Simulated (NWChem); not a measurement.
Molecule: CH3ClMoO3; SMILES C[O][Mo](=[O])(=[O])[Cl]

```xyz
9

Mo     0.2755    -0.0680    -0.0002
O      1.2679    -0.0161     1.3414
O      1.2774    -0.0224    -1.3349
Cl    -0.9309    -1.9999     0.0001
O     -0.8291     1.3889    -0.0073
C     -1.0317     2.7717     0.0007
H     -2.1147     2.9693    -0.0015
H     -0.5885     3.2203     0.9043
H     -0.5830     3.2310    -0.8949
```
Atoms are numbered in this order, from 1.

Program: NWChem. Structure relaxed at the PBE0/def2-SVP level. Not confirmed as a minimum by frequencies. def2 effective core potentials on Mo; no spin-orbit coupling. Level TPSS/def2-SVP: single points from the atomic guess with DIIS by default; each run changes one setting, and all converged runs end within 0.3 mHa of each other. NWChem's automatic level shift, which a small gap switches on, acted in some of these runs.

**Question.** Which setting needs the most SCF iterations, or fails (DIIS on 3 Fock matrices; occupation smearing of 0.005 Ha; defaults; core-Hamiltonian guess; no DIIS, 40 % damping; no level shifting)?

**Answer.** defaults, with 33 against 33 for the defaults.
```
setting                          SCF iterations
-------------------------------  --------------
defaults                                     33
DIIS on 3 Fock matrices                      20
occupation smearing of 0.005 Ha              14
no level shifting                            12
core-Hamiltonian guess                       20
no DIIS, 40 % damping                        20
```
